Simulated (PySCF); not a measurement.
C₃H₇NSi.
Numbering: `[H]/[N:1]=[CH:2]\[C@@H:3]1[CH2:4][SiH2:5]1` (hydrogens: H6 on N1; H7 on C2; H8 on C3; H9, H10 on C4; H11, H12 on Si5)

The same species was optimised twice, with GFN2-xTB and with PBE0-D3(BJ)/def2-SVP (PySCF), and the same property calculations (PySCF, gas phase) were run on both structures.

| coordinate | GFN2-xTB | PBE0-D3(BJ)/def2-SVP | change |
| --- | --- | --- | --- |
| Si5–H12 (Å) | 1.449 | 1.482 | +0.033 |
| Si5–H11 (Å) | 1.451 | 1.483 | +0.032 |
| C3–Si5 (Å) | 1.920 | 1.890 | -0.030 |
| C2–C3 (Å) | 1.453 | 1.476 | +0.023 |
| C4–Si5 (Å) | 1.872 | 1.850 | -0.022 |
| C2–H7 (Å) | 1.088 | 1.107 | +0.019 |
| C4–H9 (Å) | 1.082 | 1.096 | +0.014 |
| C4–H10 (Å) | 1.081 | 1.095 | +0.014 |
| C3–H8 (Å) | 1.086 | 1.098 | +0.012 |
| N1=C2 (Å) | 1.263 | 1.270 | +0.007 |
| N1–H6 (Å) | 1.021 | 1.027 | +0.006 |
| C3–C4 (Å) | 1.536 | 1.542 | +0.006 |
| C2–N1–H6 (°) | 114.1 | 110.0 | -4.1 |
| H11–Si5–H12 (°) | 118.2 | 116.4 | -1.8 |
| C2–C3–Si5 (°) | 118.4 | 120.0 | +1.6 |
| Si5–C3–H8 (°) | 116.4 | 115.2 | -1.2 |
| C3–Si5–H11 (°) | 116.5 | 117.7 | +1.2 |
| H9–C4–H10 (°) | 111.4 | 112.5 | +1.1 |
| N1–C2–H7 (°) | 115.6 | 116.8 | +1.2 |
| Si5–C4–H9 (°) | 119.6 | 118.5 | -1.1 |
| N1–C2–C3–C4 (°) | -160 | -152 | +8 |

Rotational constants: A = 9407, B = 2390, C = 2126 MHz (GFN2-xTB) against A = 9725, B = 2332, C = 2102 MHz (PBE0-D3(BJ)/def2-SVP). Point groups within 0.08 Å: C1 and C1.

On the GFN2-xTB structure: lowest triplet, Tamm–Dancoff (eV) 4.10 [PBE0/def2-SVPD]; isotropic polarisability (au) 73.0 [PBE0/def2-SVPD]; HOMO (eV) -6.86 [PBE0/def2-SVPD]; LUMO (eV) -0.53 [PBE0/def2-SVPD]; dipole (D) 3.26 [PBE0/def2-SVPD].

What do these properties become on the PBE0-D3(BJ)/def2-SVP structure?

```json
{"property": "lowest triplet, Tamm–Dancoff (eV)", "level": "PBE0/def2-SVPD", "on GFN2-xTB": "4.10", "on PBE0-D3(BJ)/def2-SVP": "4.26", "change": "+0.16"}
{"property": "isotropic polarisability (au)", "level": "PBE0/def2-SVPD", "on GFN2-xTB": "73.0", "on PBE0-D3(BJ)/def2-SVP": "73.4", "change": "+0.4"}
{"property": "HOMO (eV)", "level": "PBE0/def2-SVPD", "on GFN2-xTB": "-6.86", "on PBE0-D3(BJ)/def2-SVP": "-6.98", "change": "-0.12"}
{"property": "LUMO (eV)", "level": "PBE0/def2-SVPD", "on GFN2-xTB": "-0.53", "on PBE0-D3(BJ)/def2-SVP": "-0.45", "change": "+0.08"}
{"property": "dipole (D)", "level": "PBE0/def2-SVPD", "on GFN2-xTB": "3.26", "on PBE0-D3(BJ)/def2-SVP": "3.26", "change": "0.00"}
{"property": "energy, GFN2-xTB geometry as zero (kcal/mol)", "level": "PBE0/def2-SVPD", "on GFN2-xTB": "0.0", "on PBE0-D3(BJ)/def2-SVP": "-1.5", "change": "-1.5"}
```

The heavy atoms differ by 0.044 Å rms after alignment. Among all bonds Si5–H11 and Si5–H12 change most and about equally (+0.032 to +0.033 Å). Changes are differences of the printed values. Neither structure is proved a minimum here.

Conformer computed: `[H]/[N:1]=[CH:2]\[C@@H:3]1[CH2:4][SiH2:5]1`: N1–C2–C3–C4 -152°.
